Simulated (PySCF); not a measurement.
[NiF(H2O)5]+ holds Ni(II), d8, at total charge +1. The structure is a PBE0-D3(BJ)/def2-SVP geometry optimised for multiplicity 3; coordination octahedral, point group Cs, metal–donor distances 1.91–2.09 Å.

```
17

Ni    0.000    0.000    0.000
F     0.000    0.006    1.907
O     0.000   -0.007   -2.037
H     0.784    0.008   -2.598
H    -0.784    0.008   -2.598
O     2.069    0.020   -0.066
H     2.388    0.806    0.401
H     2.415   -0.729    0.438
O    -2.069    0.020   -0.066
H    -2.388    0.806    0.401
H    -2.415   -0.729    0.438
O     0.000    2.022    0.537
H     0.000    1.772    1.485
H     0.000    2.975    0.408
O     0.000   -2.015    0.520
H     0.000   -1.809    1.476
H     0.000   -2.962    0.351
```

Method (PySCF 2.14, density fitting): CASSCF(8,5) with orbitals averaged over all microstates of the shell, strongly contracted NEVPT2 on the averaged canonical orbitals; basis x2c-TZVPall on the metal, x2c-SVPall elsewhere; spin-free X2C; gas phase; spin-orbit coupling by state interaction with the mean-field operator over all roots.

**Question.** What is the ground state?

**Answer.** 3A' (from 3A2g) (S = 1, orbital degeneracy 1), with 6.0 electrons in the lower (t2g-type) set and 2.0 in the upper (eg-type) set, by NEVPT2.

**Question.** List the excited states of the same spin.

**Answer.** By NEVPT2, the lowest six: 3A'' (from 3T2g) at 7464 cm⁻¹ (1340 nm); 3A' (from 3T2g) at 7824 cm⁻¹ (1278 nm); 3A'' (from 3T2g) at 9482 cm⁻¹ (1055 nm); 3A'' (from 3T1g) at 13862 cm⁻¹ (721 nm); 3A' (from 3T1g) at 14815 cm⁻¹ (675 nm); 3A'' (from 3T1g) at 14915 cm⁻¹ (670 nm). The strongest, at 7824 cm⁻¹, has f = 2.4e-06.

**Question.** Which is the lowest state of another spin?

**Answer.** 1A' (from 1Eg) at 15460 cm⁻¹ by NEVPT2; CASSCF alone puts it at 17863 cm⁻¹ above the same ground state.

**Question.** Give the fitted ligand-field and repulsion parameters.

**Answer.** At CASSCF level (the NEVPT2 levels don't fit a ligand-field model well): orbital energies 0, 1166, 1437, 5579, 9130 cm⁻¹; 10Dq = 6487 cm⁻¹ (difference of the means of the two sets); B = 1279 cm⁻¹; C = 4730 cm⁻¹; B over its free-ion value at the same level 0.970; rms of the fit 42 cm⁻¹; ζ = 651 cm⁻¹ (free ion 660).

**Question.** What magnetic behaviour follows?

**Answer.** The ground multiplet follows a spin Hamiltonian with S = 1, g = 2.239, 2.288, 2.308, D = 7.34 cm⁻¹, E/|D| = 0.13 (spin-orbit part alone); the lowest levels hold 99 % of the spin-free ground state. μeff is 3.30 μB at 300 K and 3.12 μB at 10 K; the spin-only value is 2.83 μB.

NEVPT2 lifts 3A' (from 3T2g) from 6086 to 7824 cm⁻¹; on the d shell alone it tends to overshoot states that fill the eg-type orbitals.

The job took 27 s on one thread of Arm Neoverse N1 (shared host), with 182 basis functions and a peak of 0.64 GiB, launched as `OMP_NUM_THREADS=1 python lf_run.py task.json out`.
